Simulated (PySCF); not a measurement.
Compound: C4H10ClSi2 (doublet state).
Atom-mapped SMILES: `[CH3:1][CH2:2][Si@:3]1([Cl:4])[CH:5][SiH2:6][CH2:7]1` (hydrogens: H8, H9, H10 on C1; H11, H12 on C2; H13 on C5; H14, H15 on Si6; H16, H17 on C7)

Structure used (GFN2-xTB), in Å, numbered top down from 1:
```
atom  x, y, z in Å
C1     2.0174    0.7376    0.3224
C2     1.6916   -0.7422    0.1680
Si3   -0.1623   -1.0641   -0.1369
Cl4   -0.4313   -3.0890   -0.1693
C5    -0.9520   -0.1293   -1.5590
Si6   -2.0853    0.9255   -0.4980
C7    -1.3961   -0.0993    0.9771
H8     3.0869    0.8827    0.4658
H9     1.4992    1.1579    1.1807
H10    1.7088    1.2906   -0.5616
H11    2.0166   -1.2792    1.0605
H12    2.2660   -1.1502   -0.6650
H13   -0.9460   -0.3133   -2.6216
H14   -1.7238    2.3453   -0.4477
H15   -3.5219    0.7798   -0.7468
H16   -2.1414   -0.7275    1.4563
H17   -0.9333    0.4869    1.7653
```

The hyperfine couplings belong to this conformer and change with its torsions.

Method: UKS B3LYP, pcH-1 on C Cl H Si, non-relativistic, mean-field spin-orbit, GIAO in PySCF 2.14.0. Geometry: GFN2-xTB, one conformer, isolated molecule. Couplings are sensitive to structure, and on GFN2-xTB geometries they can be far from those on DFT ones. The SCF solution wasn't tested for stability.

**Question.** Break the g tensor into its mass correction, gauge correction and orbital-Zeeman/spin–orbit terms.

**Answer.** 
```
                    Δg (ppm)     1     2     3
relativistic mass correction  -122  -122  -122
            gauge correction    21     4    27
   orbital Zeeman/spin–orbit  -602   228   581
                       total  -703   109   485
```

So g = 2.00162, 2.00243, 2.00280 and g_iso = 2.00228; the tensor is rhombic: the two nearest values differ by 32 % of g3 − g1. 

**Question.** What are the electron Larmor frequencies g μB B/h along the three axes at 1200 mT?

**Answer.** 33.6181, 33.6318, 33.6381 GHz for g1, g2 and g3, a range of 20.0 MHz.

**Question.** What effective moment and Curie constant follow for a powder?

**Answer.** With the mean of g² = 4.0091 and S(S+1) = 0.75: μ_eff = √(⟨g²⟩S(S+1)) = 1.734 μB and χT = 0.12505·⟨g²⟩·S(S+1) = 0.376 cm³ K/mol (cgs; spin-Hamiltonian part alone).

**Question.** In a frozen sample, at which fields do the three g values resonate at 9.5, 34, 94 and 263 GHz (hyperfine left aside), and which band first spreads them over more than twice a line width of 1.0 mT?

**Answer.** 
| band | GHz | B(g3) mT | B(g2) mT | B(g1) mT | spread mT |
| --- | --- | --- | --- | --- | --- |
| X | 9.5 | 338.90 | 338.97 | 339.10 | 0.20 |
| Q | 34.0 | 1212.91 | 1213.14 | 1213.63 | 0.72 |
| W | 94.0 | 3353.34 | 3353.97 | 3355.33 | 1.99 |
| J | 263.0 | 9382.22 | 9383.98 | 9387.79 | 5.57 |

The spread grows in proportion to the frequency. J band is the first where it exceeds 2.0 mT.

The largest Mulliken spin population is on C5 (+0.97). The angles at C5 add up to 358.3°, so it is nearly planar; its axial dipolar tensor and the negative coupling of its proton fit spin in a p orbital normal to that plane.

The HOMO–LUMO gaps are 6.82 eV among the α and 4.34 eV among the β orbitals.
